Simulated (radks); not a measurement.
The numbers below are computed, except where a source is named.
Numerical settings for the thallium ion Tl2+, [Xe] 4f14 5d10 6s1. Code: a radial shooting solver on a logarithmic mesh with Libxc functionals. Model: scalar-relativistic Kohn-Sham, SCAN, spin-polarised, spherical densities, finite nucleus; open shells are filled with parallel spins first (spin-orbit coupling, left out, can overturn this in heavy ions); meta-GGA in the generalised Kohn-Sham scheme; Fermi nuclear charge, rms radius 5.4759 fm. The defaults (mesh step 0.008 in ln r, mesh end at 40 bohr or more with all orbitals vanishing there, Anderson mixing 0.5 over 9 steps, residual threshold near 1e-9 with the energy settled to 1e-9 hartree or 1e-11 of itself, here a cap of 87 iterations) give E = -20242.836 hartree and 6s at -26.187 eV in 12 iterations. Times are rough (one thread of a shared host). Changes against that run (0 stands for a change within the tolerance of the run):

| setting | iterations | converged | E (mhartree) | e(6s) (meV) | CPU (s) |
|---|---|---|---|---|---|
| mesh step in ln r 0.02 | 12 | yes | -11.2 | +0.0123 | 0.13 |
| mesh step in ln r 0.03 | 12 | yes | +28.6 | +0.171 | 0.09 |
| mesh step in ln r 0.08 | 2 | no | diverged | - | 0.02 |
| mesh end (bohr) 5 | 12 | yes | +8.61 | +366 | 0.27 |
| mesh end (bohr) 8 | 12 | yes | +0.0195 | +0.634 | 0.27 |
| residual threshold 0.01 | 11 | yes | 0 | -0.013 | 0.27 |
| residual threshold 1e-16 | 87 | no | 0 | +0.0195 | 0.82 |
| mixing 2.5 | 18 | yes | 0 | -0.0539 | 0.4 |
| linear mixing, mixing 0.05 | 87 | no | +13.6 | -65.1 | 1.7 |
| linear mixing, mixing 0.8 | 87 | no | 0 | -0.015 | 1.8 |
| mixing history 20 | 12 | yes | 0 | 0 | 0.27 |
| iteration cap 3 | 3 | no | +329 | -1.5e+03 | 0.09 |

Settings that end as converged yet miss the energy by more than 1 mhartree: mesh step in ln r 0.02 (-0.0112 hartree); mesh step in ln r 0.03 (+0.0286 hartree); mesh end (bohr) 5 (+0.00861 hartree). A mesh that ends early acts as a hard wall.
